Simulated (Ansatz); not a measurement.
Input for Ansatz (a program for electronic structure): U-PBE0/def2-TZVPP on CoSe, 2S+1 = 4, a spin state set in the input, which need not be the lowest, a point of a bond scan (R = 2.121 Å).

Ansatz 0.2 input:
```yaml
crystal:
  periodic: [false, false, false]
  atoms:
    - {symbol: Co, position_ang: [0.00000000, 0.00000000, 0.00000000]}
    - {symbol: Se, position_ang: [0.00000000, 0.00000000, 2.12071200]}
basis:
  gaussian:
    orbitals: def2-TZVPP
    pivot_positions_ang: [[0.00000000, 0.00000000, 0.00000000], [0.00000000, 0.00000000, 2.12071200]]
hamiltonian:
  xc: {name: PBE0}
magnetization: {spin_polarized: true, initial_magnetization: 3}
output: {forces: true, orbitals: {seedname: ./end}}
```

The head of its log:

```
WARN ansatz: RAYON_NUM_THREADS=1 ignored (pool sized by the plan → 1); use --threads N
Functional definition: PBE0
integrals: 0.06 GiB planned
849 factors; integrals over basis functions are off by at most 3.4e-4 eV
mean field: 0.76 GiB planned
mean field evaluation 1: about -102931.8484 eV, gradient 1.2e2 eV
mean field evaluation 2: about -102310.8321 eV, gradient 3.2e2 eV
```

Q: What total energy does the run end on?

A: -3783.8078 hartree.
